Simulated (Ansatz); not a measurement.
The same path of GaH6NO (9 atoms, charge 0, multiplicity 1) was run 3 times with different band settings. Lost on the way: Ga1–H2, N6–H9. Made: H2–H9.

Computed with RKS PBE/def2-SVP (Ansatz).

Relaxed end points:

```xyz
9
Properties=species:S:1:pos:R:3
Ga 0.105 -0.056 0.227
H -0.003 -0.984 1.514
H 1.415 0.141 -0.643
O -1.472 0.190 -0.730
H -2.105 -0.538 -0.609
N -0.222 1.938 0.971
H -1.120 2.059 0.470
H 0.435 2.666 0.662
H -0.388 2.051 1.979
```

```xyz
9
Properties=species:S:1:pos:R:3
Ga -0.191 0.490 -0.721
H 0.151 0.693 3.685
H 1.125 -0.117 -1.315
O -1.854 -0.074 -1.147
H -1.839 -0.818 -1.775
N -0.241 1.798 0.550
H -1.119 2.245 0.823
H 0.567 2.370 0.801
H 0.045 0.879 2.942
```

Common settings: movable images 5; climbing image yes; spring 5.0 eV/Å²; optimiser quadratic models (default); iteration limit 60; end points relaxed.

| run | start path | force threshold |
| --- | --- | --- |
| 1 | through a guess of the saddle point | 0.05 eV/Å |
| 2 | through a guess of the saddle point | 0.5 eV/Å |
| 3 | straight line | 0.05 eV/Å |

Question: What does each run give, and how far can it be trusted?

Answer: Run 1: converged after 15 iterations, highest image 1.520 eV above the first end. Neighbouring images differ by up to 1.4 eV, so the band resolves the path poorly. A vibrational analysis at the climbing image gives one clearly imaginary mode, 1102i cm⁻¹: a first-order saddle point.
Run 2: converged after 11 iterations, highest image 1.531 eV above the first end. The threshold of 0.5 eV/Å is loose, so the images may lie well off the minimum-energy path. Neighbouring images differ by up to 1.4 eV, so the band resolves the path poorly. The order of the stationary point at the top wasn't checked.
Run 3: converged after 17 iterations, highest image 1.519 eV above the first end. Neighbouring images differ by up to 1.2 eV, so the band resolves the path poorly. Another band between the same ends (5 images) ends at a top of the same energy, where a vibrational analysis finds 1 clearly imaginary mode.
The orbitals stay closed-shell, which can raise the energy where a bond breaks towards radicals; this wasn't checked here.
